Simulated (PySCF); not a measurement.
C₅H₆N (SMILES c1cc[nH+]cc1), charge +1, singlet, at a GFN2-xTB geometry, with bond 9-3 at 2.0 times its length; PySCF with PBE/6-31G.

PySCF was given this input:
```python
from pyscf import gto, scf, dft

mol = gto.Mole()
mol.atom = '''
    C     1.415049   -0.016651    0.025400
    C     0.727510    1.192714    0.019921
    C    -0.652788    1.179944   -0.005021
    N    -1.308963    0.015402   -0.023495
    C    -0.680123   -1.164260   -0.018905
    C     0.699499   -1.209505    0.005694
    H     2.494384   -0.029351    0.044773
    H     1.256347    2.132614    0.034818
    H    -1.820443    2.997676   -0.015675
    H    -2.327549    0.027388   -0.041779
    H    -1.284983   -2.059139   -0.034914
    H     1.206275   -2.161591    0.009385
'''
mol.basis = '6-31g'
mol.charge = 1
mol.spin = 0
mol.verbose = 4
mol.build()

mf = dft.RKS(mol)
mf.xc = 'pbe'
mf.conv_tol_grad = 1e-7
mf.kernel()
mf.analyze()
```

What the program printed (banner, timings and long lists left out):

```
PySCF version 2.14.0

[INPUT] verbose = 4
[INPUT] num. atoms = 12
[INPUT] num. electrons = 42
[INPUT] charge = 1
[INPUT] spin (= nelec alpha-beta = 2S) = 0
[INPUT] symmetry False subgroup None
[INPUT] Mole.unit = angstrom
[INPUT] Symbol           X                Y                Z      unit          X                Y                Z       unit  Magmom
[INPUT]  1 C      1.415049000000  -0.016651000000   0.025400000000 AA    2.674055062840  -0.031465829700   0.047999043564 Bohr   0.0
[INPUT]  2 C      0.727510000000   1.192714000000   0.019921000000 AA    1.374794652882   2.253902804934   0.037645234127 Bohr   0.0
[INPUT]  3 C     -0.652788000000   1.179944000000  -0.005021000000 AA   -1.233590537403   2.229771002324  -0.009488314871 Bohr   0.0
[INPUT]  4 N     -1.308963000000   0.015402000000  -0.023495000000 AA   -2.473581577189   0.029105561771  -0.044399115297 Bohr   0.0
[INPUT]  5 C     -0.680123000000  -1.164260000000  -0.018905000000 AA   -1.285246201018  -2.200132537786  -0.035725272385 Bohr   0.0
[INPUT]  6 C      0.699499000000  -1.209505000000   0.005694000000 AA    1.321861534407  -2.285633196292   0.010760100553 Bohr   0.0
[INPUT]  7 H      2.494384000000  -0.029351000000   0.044773000000 AA    4.713702609497  -0.055465351482   0.084608707775 Bohr   0.0
[INPUT]  8 H      1.256347000000   2.132614000000   0.034818000000 AA    2.374151747419   4.030056389413   0.065796484205 Bohr   0.0
[INPUT]  9 H     -1.820443000000   2.997676000000  -0.015675000000 AA   -3.440138695382   5.664786650182  -0.029621457003 Bohr   0.0
[INPUT] 10 H     -2.327549000000   0.027388000000  -0.041779000000 AA   -4.398430151505   0.051755819100  -0.078950867758 Bohr   0.0
[INPUT] 11 H     -1.284983000000  -2.059139000000  -0.034914000000 AA   -2.428265944722  -3.891208762411  -0.065977897913 Bohr   0.0
[INPUT] 12 H      1.206275000000  -2.161591000000   0.009385000000 AA    2.279529380910  -4.084814983325   0.017735079679 Bohr   0.0

nuclear repulsion = 213.994280662332
number of shells = 42
number of NR pGTOs = 156
number of NR cGTOs = 66
basis = 6-31g
ecp = {}

******** <class 'pyscf.dft.rks.RKS'> ********
method = RKS
initial guess = minao
damping factor = 0
level_shift factor = 0
DIIS = <class 'pyscf.scf.diis.CDIIS'>
diis_start_cycle = 1
diis_space = 8
diis_damp = 0
SCF conv_tol = 1e-09
SCF conv_tol_grad = 1e-07
SCF max_cycles = 50
direct_scf = True
direct_scf_tol = 1e-13
XC library pyscf.dft.libxc version 7.1.2
    S. Lehtola, C. Steigemann, M. J. T. Oliveira, and M. A. L. Marques,  SoftwareX 7, 1–5 (2018)
XC functionals = pbe
    J. P. Perdew, K. Burke, and M. Ernzerhof,  Phys. Rev. Lett. 77, 3865 (1996)
    J. P. Perdew, K. Burke, and M. Ernzerhof,  Phys. Rev. Lett. 78, 1396 (1997)
    J. P. Perdew, K. Burke, and M. Ernzerhof,  Phys. Rev. Lett. 77, 3865 (1996)
    J. P. Perdew, K. Burke, and M. Ernzerhof,  Phys. Rev. Lett. 78, 1396 (1997)
radial grids:
    Treutler-Ahlrichs [JCP 102, 346 (1995); DOI:10.1063/1.469408] (M4) radial grids

becke partition: Becke, JCP 88, 2547 (1988); DOI:10.1063/1.454033
pruning grids: <function nwchem_prune>
grids dens level: 3
symmetrized grids: False
atomic radii adjust function: <function treutler_atomic_radii_adjust>
small_rho_cutoff = 0
Initial guess from minao.
tot grids = 143344
init E= -249.228171939298
  HOMO = -0.27242471651315  LUMO = -0.142724822576392  gap/eV = 3.52931
cycle= 1 E= -248.07282517991  delta_E= 1.16  |g|= 0.382  |ddm|= 3.52
  HOMO = -0.417288936987365  LUMO = -0.356526778129381  gap/eV = 1.65342
cycle= 2 E= -247.797030923091  delta_E= 0.276  |g|= 0.952  |ddm|= 1.65
  HOMO = -0.448948804107829  LUMO = -0.322987462933136  gap/eV = 3.42758
cycle= 3 E= -248.114691161669  delta_E= -0.318  |g|= 0.161  |ddm|= 1.24
  HOMO = -0.446838247553787  LUMO = -0.322730369796144  gap/eV = 3.37715
cycle= 4 E= -248.114303467825  delta_E= 0.000388  |g|= 0.16  |ddm|= 0.324
  HOMO = -0.453665517601608  LUMO = -0.328891725729129  gap/eV = 3.39527
cycle= 5 E= -248.122079584616  delta_E= -0.00778  |g|= 0.068  |ddm|= 0.219
  HOMO = -0.452091189651994  LUMO = -0.329875016128807  gap/eV = 3.32567
cycle= 6 E= -248.123682789576  delta_E= -0.0016  |g|= 0.0115  |ddm|= 0.0905
  HOMO = -0.452280885557944  LUMO = -0.32823126968637  gap/eV = 3.37556
cycle= 7 E= -248.123750311958  delta_E= -6.75e-05  |g|= 0.00525  |ddm|= 0.0281
  HOMO = -0.452319328738855  LUMO = -0.328541811115421  gap/eV = 3.36816
cycle= 8 E= -248.123762110463  delta_E= -1.18e-05  |g|= 0.000819  |ddm|= 0.00725
  HOMO = -0.452371234637379  LUMO = -0.328643242767175  gap/eV = 3.36681
cycle= 9 E= -248.123762355585  delta_E= -2.45e-07  |g|= 0.000267  |ddm|= 0.00134
  HOMO = -0.452373019146323  LUMO = -0.32863581910605  gap/eV = 3.36706
cycle= 10 E= -248.123762373932  delta_E= -1.83e-08  |g|= 0.000104  |ddm|= 0.00035
  HOMO = -0.452371660539781  LUMO = -0.328629548691182  gap/eV = 3.36719
cycle= 11 E= -248.123762376678  delta_E= -2.75e-09  |g|= 2.36e-05  |ddm|= 0.000142
  HOMO = -0.452370218737236  LUMO = -0.328631640253726  gap/eV = 3.36710
cycle= 12 E= -248.123762376924  delta_E= -2.47e-10  |g|= 1.13e-05  |ddm|= 5.09e-05
  HOMO = -0.45237081796457  LUMO = -0.328631507332131  gap/eV = 3.36712
cycle= 13 E= -248.123762376959  delta_E= -3.51e-11  |g|= 2.01e-06  |ddm|= 1.21e-05
  HOMO = -0.452370737332877  LUMO = -0.328631722459946  gap/eV = 3.36711
cycle= 14 E= -248.123762376959  delta_E= 5.68e-13  |g|= 1.16e-06  |ddm|= 3.38e-06
  HOMO = -0.452370673434336  LUMO = -0.328631603770481  gap/eV = 3.36711
cycle= 15 E= -248.123762376961  delta_E= -1.88e-12  |g|= 7.17e-07  |ddm|= 1.76e-06
  HOMO = -0.452370722049048  LUMO = -0.328631697143765  gap/eV = 3.36711
cycle= 16 E= -248.123762376958  delta_E= 2.1e-12  |g|= 2.84e-07  |ddm|= 9.76e-07
  HOMO = -0.452370723650368  LUMO = -0.328631666271622  gap/eV = 3.36711
cycle= 17 E= -248.12376237696  delta_E= -1.48e-12  |g|= 3.14e-08  |ddm|= 5.16e-07
  HOMO = -0.452370717584933  LUMO = -0.328631664869313  gap/eV = 3.36711
Extra cycle  E= -248.12376237696  delta_E= 2.84e-13  |g|= 1.09e-07  |ddm|= 1.53e-07
converged SCF energy = -248.12376237696
**** SCF Summaries ****
Total Energy =                        -248.123762376959689
Nuclear Repulsion Energy =             213.994280662332073
One-electron Energy =                 -748.048458590070368
Two-electron Energy =                  285.930415550778605
Two-electron Coulomb Energy =          321.454449659196314
DFT Exchange-Correlation Energy =      -35.524034108417702
HOMO-LUMO gap [eV] =                     3.367111129193849
**** MO energy ****
MO #1   energy= -14.3028502181675  occ= 2
MO #2   energy= -10.1932963660812  occ= 2
MO #3   energy= -10.16093413599    occ= 2
MO #4   energy= -10.1218369302672  occ= 2
MO #5   energy= -10.1153720580537  occ= 2
MO #6   energy= -10.1119975676637  occ= 2
MO #7   energy= -1.15098647440734  occ= 2
MO #8   energy= -0.963515840669403 occ= 2
MO #9   energy= -0.925038344008644 occ= 2
MO #10  energy= -0.807604133939881 occ= 2
MO #11  energy= -0.804572572438746 occ= 2
MO #12  energy= -0.730485114147783 occ= 2
MO #13  energy= -0.660003998396107 occ= 2
MO #14  energy= -0.638238362588664 occ= 2
MO #15  energy= -0.615324997968379 occ= 2
MO #16  energy= -0.605306034161102 occ= 2
MO #17  energy= -0.560111851002064 occ= 2
MO #18  energy= -0.530713469677278 occ= 2
MO #19  energy= -0.482965495087571 occ= 2
MO #20  energy= -0.452558768850905 occ= 2
MO #21  energy= -0.452370717584933 occ= 2
MO #22  energy= -0.328631664869313 occ= 0
MO #23  energy= -0.281049860571991 occ= 0
MO #24  energy= -0.245104505490863 occ= 0
MO #25  energy= -0.140146384699792 occ= 0
MO #26  energy= -0.110444724601466 occ= 0
MO #27  energy= -0.079478275878119 occ= 0
MO #28  energy= -0.0606722257016257 occ= 0
MO #29  energy= -0.0307797060786452 occ= 0
 ** Mulliken pop on meta-lowdin orthogonal AOs  **
 ** Mulliken pop  **
 ** Mulliken atomic charges  **
charge of    0C =     -0.02262
charge of    1C =     -0.08816
charge of    2C =      0.03974
charge of    3N =     -0.00625
charge of    4C =      0.00821
charge of    5C =     -0.08305
charge of    6H =      0.17492
charge of    7H =      0.18272
charge of    8H =      0.13874
charge of    9H =      0.30113
charge of   10H =      0.17930
charge of   11H =      0.17530

WARN: System has nonzero charge 1; the dipole moment is origin-dependent.
Location of origin: [0. 0. 0.]

Dipole moment(X, Y, Z, Debye): -2.09788,  0.32968, -0.03592
```
